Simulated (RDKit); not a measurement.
RDKit input (UFF):

```python
from rdkit import Chem
from rdkit.Chem import AllChem, rdDetermineBonds

mol = Chem.MolFromXYZFile('mol.xyz')
rdDetermineBonds.DetermineBonds(mol, charge=0)
print('SMILES', Chem.MolToSmiles(Chem.RemoveHs(mol)))
ff = AllChem.UFFGetMoleculeForceField(mol)
e0 = ff.CalcEnergy()
flag = ff.Minimize(maxIts=5000, forceTol=1e-5)
print(f'energy {e0:.4f} -> {ff.CalcEnergy():.4f} kcal/mol, converged: {flag == 0}')
print(Chem.MolToXYZBlock(mol))
```
mol.xyz:
```
7

O      1.72672300    -0.86871500    -0.67641100
C      1.18174900     0.10347800    -0.25439100
C     -0.31702500     0.12818000     0.11483300
F     -0.44622200     0.46472800     1.41214200
F     -0.91571300    -1.03781800    -0.08897600
F     -0.93666200     1.07162700    -0.61928200
H      1.68524700     1.07293500    -0.08631900
```

Output:

```
SMILES O=CC(F)(F)F
energy 7.6036 -> 1.8365 kcal/mol, converged: True
7

O      1.689125   -0.859979   -0.665661
C      1.148407    0.145837   -0.233833
C     -0.306894    0.144648    0.117420
F     -0.454420    0.460576    1.454640
F     -0.866619   -1.098834   -0.119698
F     -0.962438    1.090205   -0.648031
H      1.730936    1.051961   -0.103241
```

The geometry given is a B3LYP-D3(BJ)/def2-TZVP minimum.
